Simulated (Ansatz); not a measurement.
H₆OSi₂, triplet, at the geometry of the source list (a higher spin typed on purpose: for a closed-shell molecule this is an excited state); BCCD/cc-pVDZ run with Ansatz (an electronic-structure program).

Input for Ansatz:
Ansatz 0.2 input:
```yaml
crystal:
  periodic: [false, false, false]
  atoms:
    - {symbol: Si, position_ang: [1.56710000, -0.31660000, 0.07430000]}
    - {symbol: O, position_ang: [-0.00770000, -0.10290000, -0.24190000]}
    - {symbol: Si, position_ang: [-1.56770000, 0.30900000, -0.09190000]}
    - {symbol: H, position_ang: [2.10250000, -0.95440000, -1.12550000]}
    - {symbol: H, position_ang: [2.15320000, 0.99990000, 0.31510000]}
    - {symbol: H, position_ang: [1.67000000, -1.17200000, 1.25410000]}
    - {symbol: H, position_ang: [-2.10960000, -0.41780000, 1.05370000]}
    - {symbol: H, position_ang: [-2.18150000, -0.09940000, -1.35260000]}
    - {symbol: H, position_ang: [-1.62640000, 1.75420000, 0.11470000]}
basis:
  gaussian:
    orbitals: cc-pVDZ
magnetization: {spin_polarized: true, initial_magnetization: 2}
correlation: {method: bccd}
```

### Question
What does Ansatz print? Leave out banner, timings and long lists.

### Answer

```
Functional definition: HF
749 factors; integrals over basis functions are off by at most 1.1e-3 eV
mean field evaluation 1: about -17846.7106 eV, gradient 2.1e1 eV
mean field evaluation 2: about -17846.7181 eV, gradient 2.1e1 eV
mean field evaluation 4: about -17849.6376 eV, gradient 3.8e0 eV
mean field evaluation 8: about -17850.4641 eV, gradient 4.5e-1 eV
mean field evaluation 16: about -17850.4682 eV, gradient 6.2e-3 eV
mean field evaluation 32: about -17850.3568 eV, gradient 1.5e0 eV
mean field evaluation 64: about -17850.4679 eV, gradient 2.2e-1 eV
mean field evaluation 96: about -17850.4592 eV, gradient 1.5e-1 eV
mean field evaluation 128: about -17846.5114 eV, gradient 1.3e1 eV
mean field evaluation 160: about -17848.6139 eV, gradient 1.4e-2 eV
mean field evaluation 192: about -17848.3718 eV, gradient 6.9e-1 eV
mean field evaluation 224: about -17848.0849 eV, gradient 6.3e-3 eV
mean field evaluation 256: about -17848.6383 eV, gradient 1.2e0 eV
mean field evaluation 288: about -17847.6546 eV, gradient 1.2e-2 eV
mean field evaluation 320: about -17842.3520 eV, gradient 1.4e1 eV
mean field evaluation 352: about -17847.1144 eV, gradient 1.9e-3 eV
mean field evaluation 384: about -17850.4393 eV, gradient 2.3e-1 eV
mean field evaluation 416: about -17847.4446 eV, gradient 1.3e-2 eV
mean field evaluation 448: about -17848.5994 eV, gradient 5.7e-2 eV
mean field evaluation 480: about -17850.4328 eV, gradient 3.5e-2 eV
mean field -17850.46822222 eV, -655.9926076846 hartree, gradient 5.2e-9 eV, S^2 2.012156; 18 other end points of the search recorded, 0 dependent functions left out
determinant -17850.46822222 eV, -655.9926076846 hartree, with singles and doubles -17862.30753455 eV, -656.4276943877 hartree
determinant -17850.43951593 eV, -655.9915527481 hartree, with singles and doubles -17862.29461430 eV, -656.4272195775 hartree
determinant -17848.61388777 eV, -655.9244621504 hartree, with singles and doubles -17860.74120008 eV, -656.3701326578 hartree
determinant -17848.59926604 eV, -655.9239248120 hartree, with singles and doubles -17860.77090225 eV, -656.3712241924 hartree
determinant -17848.36742347 eV, -655.9154047545 hartree, with singles and doubles -17860.00889048 eV, -656.3432207763 hartree
determinant -17848.08494193 eV, -655.9050237495 hartree, with singles and doubles -17859.78862871 eV, -656.3351263056 hartree
determinant -17848.05642523 eV, -655.9039757800 hartree, with singles and doubles -17860.03470645 eV, -656.3441694958 hartree
determinant -17847.85820291 eV, -655.8966912440 hartree, with singles and doubles -17859.68189729 eV, -656.3312039982 hartree
determinant -17847.65459456 eV, -655.8892087752 hartree, with singles and doubles -17859.78835657 eV, -656.3351163047 hartree
determinant -17847.46076332 eV, -655.8820856085 hartree, with singles and doubles -17860.68617316 eV, -656.3681104557 hartree
determinant -17847.44454066 eV, -655.8814894368 hartree, with singles and doubles -17860.67192469 eV, -656.3675868342 hartree
determinant -17847.11441229 eV, -655.8693574430 hartree, with singles and doubles -17859.38657244 eV, -656.3203510103 hartree
determinant -17850.46822222 eV, -655.9926076846 hartree, with singles and doubles -17862.31851699 eV, -656.4280979852 hartree
determinant -17850.43951593 eV, -655.9915527481 hartree, with singles and doubles -17862.30572538 eV, -656.4276279022 hartree
11 core orbitals not correlated
reference -17850.46822222 eV, -655.9926076846 hartree; 11, 9 occupied and 58, 60 virtual orbitals, 749 factors
second order -10.01150417 eV of doubles, -0.00000000 eV of singles
cycle   1  -11.79583422 eV  change    5.4e-2 eV  update   5.0e-2
cycle   2  -11.82856053 eV  change   -3.3e-2 eV  update   1.2e-2
cycle   3  -11.81953681 eV  change    9.0e-3 eV  update   7.2e-3
cycle   4  -11.81376260 eV  change    5.8e-3 eV  update   4.9e-3
cycle   5  -11.81542028 eV  change   -1.7e-3 eV  update   3.5e-3
cycle   6  -11.81443996 eV  change    9.8e-4 eV  update   1.8e-3
cycle   7  -11.81388456 eV  change    5.6e-4 eV  update   7.3e-4
cycle   8  -11.81372389 eV  change    1.6e-4 eV  update   2.5e-4
cycle   9  -11.81373862 eV  change   -1.5e-5 eV  update   9.7e-5
cycle  10  -11.81370047 eV  change    3.8e-5 eV  update   4.4e-5
cycle  11  -11.81369735 eV  change    3.1e-6 eV  update   2.4e-5
Total energy: -17862.28191957 eV, -656.4267530545 hartree
```
